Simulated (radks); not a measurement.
Ionisation of neutral lithium, [He] 2s1, to [He] as the strength of local exchange is varied. All-electron calculation, Dirac Kohn-Sham, Slater X-alpha exchange (alpha = 2/3 is LDA exchange), no correlation, spin-unpolarised, spherical densities, finite nucleus; Fermi nuclear charge, rms radius 2.444 fm. Program: a radial shooting solver on a logarithmic mesh with Libxc functionals.

alpha	E(Li) (hartree)	exchange (hartree)	IE (eV)	-e of the level emptied (eV)	<r> of it (bohr)
0.667	-7.17640	-1.48226	4.525	2.152 (2s1/2)	4.125
0.741	-7.34200	-1.66975	4.804	2.425 (2s1/2)	3.989
0.873	-7.64311	-2.01556	5.324	2.946 (2s1/2)	3.771
0.929	-7.77305	-2.16668	5.554	3.180 (2s1/2)	3.687
0.948	-7.81744	-2.21854	5.633	3.262 (2s1/2)	3.659

NIST Atomic Spectra Database: 5.392 eV (measured). The Delta-SCF value meets it near alpha = 0.89. Spin polarisation and multiplet splitting are left out, so open shells lie too high by an amount that depends on their filling.

Beside tabulated values, note that spin-unpolarised runs miss the spin-polarisation part of the exchange energy of open shells.
